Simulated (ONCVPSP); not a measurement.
## Reading a pseudo-wave (nitrogen)

Columns: radius, all-electron u(r) and pseudo u(r) of the 2s shell (level -32.52 eV) of nitrogen in the configuration [He] 2s2 2p2; PW91, scalar-relativistic, ONCV scheme, ONCVPSP 4.0.1.

```csv
r (bohr),all-electron,pseudo
0.085,-0.3872,0.0660
0.170,-0.3637,0.1402
0.255,-0.1742,0.2269
0.340,0.0631,0.3258
0.425,0.2928,0.4338
0.510,0.4908,0.5467
0.595,0.6497,0.6588
0.680,0.7689,0.7612
0.765,0.8511,0.8435
0.850,0.9014,0.8983
0.935,0.9250,0.9245
1.020,0.9274,0.9273
1.105,0.9131,0.9131
1.190,0.8865,0.8865
1.275,0.8509,0.8508
1.360,0.8091,0.8090
1.445,0.7633,0.7633
1.530,0.7155,0.7155
1.615,0.6669,0.6668
1.700,0.6186,0.6185
1.785,0.5714,0.5713
1.870,0.5258,0.5258
1.955,0.4824,0.4823
2.040,0.4412,0.4412
2.125,0.4026,0.4026
2.210,0.3666,0.3665
```

(1) How many radial nodes do the two functions have?

(2) At about which radius was the pseudo-wave matched?

(3) Where does each function peak?

(4) Is the pseudo-wave norm-conserving?

## Answers

(1) The all-electron 2s function has n − l − 1 = 1; the pseudo-wave has 0, since the states of the same l below it are removed with the core.

(2) 1.05 bohr, where the columns begin to agree (steps of 0.09 bohr).

(3) Outermost all-electron maximum near 1.02 bohr, pseudo maximum near 1.02 bohr (to the table’s step).

(4) Yes: the ONCV scheme keeps the norm inside the radius equal to the all-electron one, which fixes the energy derivative of the logarithmic derivative at the level.
